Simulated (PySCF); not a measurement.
## Electron correlation in Tc²⁺ (technetium, charge +2)

[Kr] 4d4 5p1, one real determinant (an excited configuration). Computed with PySCF 2.14 in ANO-RCC-VTZP (7s6p4d2f1g, 68 functions), with the spin-free X2C one-electron Hamiltonian (Gaussian nucleus). Frozen: [Kr]; 5 electrons correlated.

```tsv
level	correlation energy (mhartree)
CCSD	-55.43
(T)	-0.83
CCSD(T)	-56.26
```

Diagnostics: T1 = 0.0061, D1 = 0.0187, largest double amplitude 0.063.

Problem. Is a single reference adequate?

Solution. Yes, within this model without spin-orbit coupling: T1 lies below 0.03 and no double amplitude reaches 0.07.

The reference is one real determinant that mixes LS terms of this configuration.
